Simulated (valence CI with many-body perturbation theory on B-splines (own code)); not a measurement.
Level structure of Ge XX

Level of theory: valence CI with perturbative core correlation (CI+MBPT): three valence electrons over a frozen Dirac-Fock core [Ne], radial functions for each j: 9 s, 9 p, 8 d, 6 f, 3 g, 1 h, with the one-electron correlation potential Σ1, the two-electron term Σ2, the three-electron term Σ3, Breit, model QED; selected CI, second order for the rest, scaled by the run's own slope (own B-spline code, finite nucleus).

No measured levels were compared; by estimate levels of excited configurations hold to 0.05 to 0.15 % of their energy, terms of the ground configuration to about 0.5 %.

Levels 1 to 32 of 32, with energies above the lowest level, 3s2 3p 2P°_1/2. "Leading %" is the weight of the configuration and term that name the level; weights of strongly mixed levels are sums over their largest components and can fall short, so below about 35 % the name and the second component can differ from the true leading terms, or belong to a minority configuration. In the jj column 3d3/2^4 stands for four electrons in 3d with j = 3/2. Lifetimes count E1, E2, E3, M1 and M2 decay at the calculated energies, and are blank where another channel may lead or the interval is too uncertain; long ones can be off by a factor of two.

```csv
No.,Configuration,Term,J,E (cm⁻¹),Leading %,Leading jj,Second component,Lifetime
1,3s2 3p,2P°,1/2,0,98,3s^2 3p1/2 (98 %),,
2,3s2 3p,2P°,3/2,54589,97,3s^2 3p3/2 (97 %),,682 μs
3,3s 3p2,4P,1/2,332610,95,3s 3p1/2^2 (63 %),,3.73 ns
4,3s 3p2,4P,3/2,358690,98,3s 3p1/2 3p3/2 (94 %),,24.1 ns
5,3s 3p2,4P,5/2,382640,90,3s 3p1/2 3p3/2 (63 %),9 % 3s 3p2 2D,4.35 ns
6,3s 3p2,2D,3/2,453920,84,3s 3p1/2 3p3/2 (68 %),11 % 3s2 3d 2D,172 ps
7,3s 3p2,2D,5/2,466430,79,3s 3p3/2^2 (58 %),11 % 3s2 3d 2D,314 ps
8,3s 3p2,2P,1/2,530900,50,3s 3p1/2 3p3/2 (46 %),45 % 3s 3p2 2S,22.8 ps
9,3s 3p2,2S,1/2,585720,49,3s 3p3/2^2 (72 %),47 % 3s 3p2 2P,21.9 ps
10,3s 3p2,2P,3/2,597420,93,3s 3p3/2^2 (66 %),,14.5 ps
11,3s2 3d,2D,3/2,682350,84,3s^2 3d3/2 (84 %),12 % 3s 3p2 2D,14.5 ps
12,3s2 3d,2D,5/2,689610,86,3s^2 3d5/2 (86 %),11 % 3s 3p2 2D,17.5 ps
13,3p3,2D°,3/2,846830,46,3p1/2^2 3p3/2 (66 %),19 % 3s 3p 3d 2D°,58.8 ps
14,3p3,2D°,5/2,867920,67,3p1/2 3p3/2^2 (67 %),31 % 3s 3p 3d 2D°,138 ps
15,3p3,4S°,3/2,876630,73,3p1/2 3p3/2^2 (80 %),15 % 3p3 2D°,21.0 ps
16,3s 3p 3d,4F°,3/2,928270,95,3s 3p1/2 3d3/2 (84 %),,575 ps
17,3s 3p 3d,4F°,5/2,939800,95,3s 3p1/2 3d3/2 (43 %),,519 ps
18,3p3,2P°,1/2,953690,81,3p1/2 3p3/2^2 (81 %),17 % 3s 3p 3d 2P°,33.9 ps
19,3s 3p 3d,4F°,7/2,957310,95,3s 3p1/2 3d5/2 (52 %),4 % 3s 3p 3d 4D°,528 ps
20,3p3,2P°,3/2,972800,59,3p3/2^3 (63 %),14 % 3s 3p 3d 2P°,34.5 ps
21,3s 3p 3d,4F°,9/2,984660,100,3s 3p3/2 3d5/2 (100 %),,
22,3s 3p 3d,4P°,5/2,996120,59,3s 3p1/2 3d5/2 (88 %),29 % 3s 3p 3d 4D°,23.6 ps
23,3s 3p 3d,4D°,3/2,1000800,63,3s 3p1/2 3d3/2 (45 %),31 % 3s 3p 3d 4P°,18.4 ps
24,3s 3p 3d,4D°,1/2,1002600,88,3s 3p1/2 3d3/2 (69 %),9 % 3s 3p 3d 4P°,15.8 ps
25,3s 3p 3d,4D°,7/2,1033300,94,3s 3p3/2 3d5/2 (65 %),4 % 3s 3p 3d 4F°,17.6 ps
26,3s 3p 3d,4D°,5/2,1034500,66,3s 3p3/2 3d3/2 (68 %),20 % 3s 3p 3d 4P°,17.6 ps
27,3s 3p 3d,4P°,1/2,1036200,91,3s 3p3/2 3d3/2 (96 %),9 % 3s 3p 3d 4D°,23.4 ps
28,3s 3p 3d,4P°,3/2,1036200,60,3s 3p3/2 3d3/2 (85 %),34 % 3s 3p 3d 4D°,20.5 ps
29,3s 3p 3d,2D°,3/2,1050600,68,3s 3p3/2 3d5/2 (32 %),18 % 3p3 2D°,17.9 ps
30,3s 3p 3d,2D°,5/2,1052200,46,3s 3p3/2 3d5/2 (54 %),19 % 3s 3p 3d 2F°,21.7 ps
31,3s 3p 3d,2F°,5/2,1074800,77,3s 3p1/2 3d5/2 (41 %),18 % 3s 3p 3d 2D°,32.0 ps
32,3s 3p 3d,2F°,7/2,1114800,99,3s 3p3/2 3d5/2 (65 %),,32.2 ps
```

Names give the largest LS component (configuration and term), which can be under half, so a name can repeat, a term be missing and a line seem to break the LS rules; names also repeat where a configuration has a term twice.

The ionisation energy to 3s2 1S_0 of the next ion comes out as 749.33 eV (NIST: 744 ± 3 eV (semi-empirical)). All 32 levels together are meant to be complete up to 1117800 cm⁻¹.
